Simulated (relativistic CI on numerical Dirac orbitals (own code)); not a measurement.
Ions with 23 electrons, V to Sr15+

Computed by Dirac-Coulomb-Breit CI, separate exchange-only KLI orbitals for each configuration, model QED (radiative potential, 1s self-energy scaled to tabulated hydrogen-like ionisation energies), valence Slater integrals scaled by 0.9, P86 correlation energy added to each configuration (own radial code, finite nucleus).

Configurations in the expansion (outside the closed core [Ne]): 3s2 3p6 3d5, 3s2 3p5 3d6, 3s 3p6 3d6, 3s2 3p6 3d4 4s, 3s2 3p6 3d4 4p, 3s2 3p6 3d3 4s2, 3s2 3p6 3d2 4s2 4p. Double excitations out of closed p, d and f shells are left out; levels of such configurations are missing from the list, as are those of other unlisted configurations, and high levels can miss mixing partners.

Energies above each ion's lowest level, in cm⁻¹. Levels are followed by their leading LS label, which can pass from one level to another where the coupling changes.

```tsv
Ion	3s2 3p6 3d5 6S_5/2	3s2 3p6 3d5 4G_11/2	3s2 3p6 3d5 4G_5/2	3s2 3p6 3d5 4G_9/2	3s2 3p6 3d5 4G_7/2	3s2 3p6 3d5 4P_5/2	3s2 3p6 3d5 4P_3/2
V							
Cr+	0.0	22305.6	22308.7	22311.6	22311.7	24769.4	24728.9
Mn2+	0.0	27893.7	27932.8	27920.4	27931.2	31769.8	31809.6
Fe3+	0.0	32673.9	32735.8	32720.2	32736.4	37275.6	37358.3
Co4+	0.0	37086.9	37166.8	37157.2	37175.9	42278.7	42424.0
Ni5+	0.0	41275.5	41366.1	41375.5	41392.4	46955.1	47188.0
Cu6+	0.0	45313.0	45402.5	45450.2	45458.8	51379.3	51730.5
Zn7+	0.0	49241.9	49312.0	49425.6	49416.4	55586.4	56092.0
Ga8+	0.0	53088.9	53112.6	53331.0	53290.2	59593.4	60295.0
Ge9+	0.0	56872.1	56809.9	57186.9	57096.0	63408.2	64352.3
As10+	0.0	60604.0	60399.4	61009.5	60843.3	67036.2	68271.6
Se11+	?	?	?	?	?	?	?
Br12+	0.0	67949.0	67178.9	68608.0	68180.5	73772.9	75715.5
Kr13+	0.0	71574.8	70291.6	72407.7	71771.8	76932.5	79247.5
Rb14+	0.0	75175.6	73135.7	76223.4	75308.4	80019.0	82658.2
Sr15+	0.0	78755.0	75632.1	80067.3	78786.0	83103.3	85953.6
```

Problem. Fill in the row of Se11+.

Solution. 3s2 3p6 3d5 6S_5/2 0.0, 3s2 3p6 3d5 4G_11/2 64294.0, 3s2 3p6 3d5 4G_5/2 63865.6, 3s2 3p6 3d5 4G_9/2 64812.5, 3s2 3p6 3d5 4G_7/2 64537.5, 3s2 3p6 3d5 4P_5/2 70485.3, 3s2 3p6 3d5 4P_3/2 72058.1 (cm⁻¹).

In the calculation the lowest level changes from 3s2 3p6 3d3 4s2 4F_3/2 to 3s2 3p6 3d5 6S_5/2 at Cr+.

Between Z = 35 and 38 the energy of 3s2 3p6 3d5 4G_11/2 follows a local power law Z^1.8. For orientation: electrostatic splittings inside a shell grow about linearly with the screened charge, excitations that change n as its square, and fine structure as its fourth power; written in Z itself the exponents are larger, since the screened charge grows faster in proportion.

The members near neutrality are the least accurate: they can be off by several eV, miss lower levels of configurations outside the list, or start from a wrong lowest level.
